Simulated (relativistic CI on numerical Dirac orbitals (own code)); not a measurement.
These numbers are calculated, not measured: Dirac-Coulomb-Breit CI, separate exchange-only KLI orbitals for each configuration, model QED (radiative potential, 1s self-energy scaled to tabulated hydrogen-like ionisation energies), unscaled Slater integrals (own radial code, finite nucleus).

Configuration list (outside the closed core 1s2): 2s, 2p, 3s, 3p, 3d, 4s, 4p, 4d, 4f, 5s, 5p, 5d, 5f, 5g, 6s, 6p, 6d. Levels of other configurations are missing.

At this charge energies of transitions that change n are usually good to better than 1 %, and those within a shell (Δn = 0) to a few per cent.

Outline of the computed level scheme of Zr XXXVIII. Lowest level of each configuration: 2s 2S_1/2 at 0.00 eV; 2p 2P°_1/2 at 81.19 eV; 3s 2S_1/2 at 2888.45 eV; 3p 2P°_1/2 at 2910.96 eV; 3d 2D_3/2 at 2949.18 eV; 4s 2S_1/2 at 3885.75 eV; 4p 2P°_1/2 at 3895.00 eV; 4d 2D_3/2 at 3911.06 eV; 4f 2F°_5/2 at 3915.23 eV.

Some strong electric-dipole decays among the lowest 15 levels: 3d 2D_5/2 → 2p 2P°_3/2 (1.4e+14 s⁻¹); 3d 2D_3/2 → 2p 2P°_1/2 (1.2e+14 s⁻¹); 3p 2P°_1/2 → 2s 2S_1/2 (4.9e+13 s⁻¹); 3p 2P°_3/2 → 2s 2S_1/2 (4.5e+13 s⁻¹); 4d 2D_5/2 → 2p 2P°_3/2 (4.4e+13 s⁻¹); 4d 2D_3/2 → 2p 2P°_1/2 (3.9e+13 s⁻¹); 4f 2F°_7/2 → 3d 2D_5/2 (2.9e+13 s⁻¹); 4f 2F°_5/2 → 3d 2D_3/2 (2.7e+13 s⁻¹).
